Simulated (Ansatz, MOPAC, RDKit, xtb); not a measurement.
Dimer: H2S (SMILES S) (first 3 atoms) with CH2O2 (SMILES O=CO); geometry from B3LYP-D3(BJ)/def2-TZVP.
(charge 0, multiplicity 1):
```
atom    x (Å)    y (Å)    z (Å)
----  -------  -------  -------
S      0.1716   0.5064  -0.4256
H      0.0905  -0.7136   0.1382
H     -1.1555   0.5707  -0.6241
O     -0.2079  -1.3942   2.4542
C     -0.2229  -0.4617   3.2136
O     -0.1072   0.8234   2.8777
H     -0.3368  -0.5566   4.3016
H     -0.0052   0.8942   1.9015
```

Counterpoise-corrected where a basis set is named; no monomer relaxation. RDKit's UFF carries no charges.

The state reached by PM3 isn't checked.

Run with Ansatz (an electronic-structure program) with Gaussian orbitals; MOPAC for PM3 (differences of heats of formation); RDKit for the force fields; xtb for the GFN methods. Each number belongs to the level named beside it.

One of these levels gives 318.5 meV for the interaction energy. Which one is it?
A. GFN-FF
B. BLYP/def2-TZVPPD
C. UFF
D. PM3

C, UFF. The others give -225.0 (GFN-FF), -57.6 (PM3), -152.6 (BLYP/def2-TZVPPD)
